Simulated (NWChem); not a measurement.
Molecule: C3H9ClSi; SMILES [Si](C)(C)(Cl)C

Computed with NWChem. Medium grid unless said otherwise, to which SCAN and Minnesota functionals are sensitive. Coordinates come from a PBE0/def2-SVP optimisation.

Question: Order these by “highest occupied level (eV)”, lowest first: M06-2X/def2-TZVPD; Hartree-Fock/def2-TZVPD; LDA (Slater exchange, VWN5)/def2-TZVPD; PBE0/def2-TZVPD.

Answer: Hartree-Fock/def2-TZVPD (-11.55), M06-2X/def2-TZVPD (-9.59), PBE0/def2-TZVPD (-8.36), LDA (Slater exchange, VWN5)/def2-TZVPD (-7.14)
